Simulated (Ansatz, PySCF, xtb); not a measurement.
Dimer: CHN (SMILES C#N) (first 3 atoms) with HI (SMILES I); geometry from B3LYP-D3(BJ)/def2-TZVP.
(charge 0, multiplicity 1):
```xyz
5

C      1.108    -0.167     1.039
N      0.229     0.016     1.750
H      1.927    -0.339     0.377
I     -2.732     0.654     4.156
H     -1.492     0.385     3.146
```

Monomers are frozen at their geometry in the pair; levels with a basis set take the counterpoise correction.

Cores are frozen in the correlated methods. Filled d and f shells under p-block atoms count as core.

Run with Ansatz (Gaussian basis) for Hartree–Fock, density functionals and correlated methods; PySCF for the dispersion terms; xtb for the GFN methods.  In def2 rows elements past Kr take small-core potentials, without spin–orbit coupling.

Task: One of these levels gives -3.27 kcal/mol for the interaction energy. Name it.
A. r2SCAN-D4/def2-TZVPPD
B. GFN1-xTB
C. CCSD/def2-SVPD
D. PBE-D4/def2-TZVPPD

Result: D, PBE-D4/def2-TZVPPD. The others give -1.24 (GFN1-xTB), -2.67 (r2SCAN-D4/def2-TZVPPD), -2.18 (CCSD/def2-SVPD)

Ansatz is a quantum-chemistry and plane-wave program.
